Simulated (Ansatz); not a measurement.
Consider the ligand exchange at the Si–S bond: `C=CS[SiH2]N` + `C[SiH2]O` → `C[SiH2]O[SiH2]N` + `C=CS`.

Computed with Ansatz on PBE0-D4/def2-TZVP structures; ΔE is electronic, products minus reactants. CCSD(T)/CBS is the MP2 limit (def2-TZVPP, def2-QZVPP) plus CCSD(T) − MP2 in def2-TZVPP, frozen cores. This one scheme is used for every species. DFT in def2-TZVPP. Each species was taken in one conformer, which may not be the lowest.

Task: Is it downhill or uphill in electronic energy at CCSD(T)/CBS, and by how much? (An estimate is asked.)

Result: The calculation gave: Downhill: ΔE = -0.63 eV.

Task: What do these levels give: r2SCAN-D4, PBE0-D4, ωB97M-V, r2SCAN, HF/def2-TZVPP, HF/def2-QZVPP? (An estimate is asked.)

Result: The calculation gave: r2SCAN-D4 -0.61, PBE0-D4 -0.53, ωB97M-V -0.64, r2SCAN -0.61, HF/def2-TZVPP -0.86, HF/def2-QZVPP -0.88 eV.

Largest T1 diagnostic among the species: 0.012.

From PBE to PBE0 (25 % exact exchange), in def2-TZVPP and without D4, ΔE moves by −0.06 eV. In def2-TZVPP, CCSD(T) changes the Hartree–Fock value by +0.20 eV (the triples alone add +0.04 eV) and MP2 by +0.25 eV.
